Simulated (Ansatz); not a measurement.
Basis sets compared for [InBrH3]- (InH₃Br⁻). Charge -1, multiplicity 1. Geometry r2SCAN-D4/def2-TZVPD. Ansatz on 4 threads of Arm Neoverse V1 on a shared host; times are rough, and most runs start from earlier orbitals.

```
atom   x (Å)   y (Å)   z (Å)
 In1   0.044  -0.016  -0.274
 Br2  -0.376   0.136   2.352
  H3   0.592   1.597  -0.710
  H4  -1.528  -0.450  -0.931
  H5   1.268  -1.267  -0.436
```

In the def2 sets In takes a core potential; there is no spin–orbit coupling.

```tsv
level	functions	energy (Eh)	HOMO (eV)	LUMO (eV)	wall time
PBE-D4/def2-SVPD	97	-2765.4731	-1.54	3.06	0.65 s
PBE0-D4/def2-SVPD	97	-2765.5689	-2.71	3.50	1 s
```

Q: Estimate the rows for PBE-D4/def2-TZVPD, PBE0-D4/def2-TZVPD (with forces).

A: 
```
                           level  functions  energy (Eh)  HOMO (eV)  LUMO (eV)  wall time
               PBE-D4/def2-TZVPD        140   -2765.7919      -1.55       2.92      1.1 s
PBE0-D4/def2-TZVPD (with forces)        140   -2765.8865      -2.72       3.36      1.7 s
```
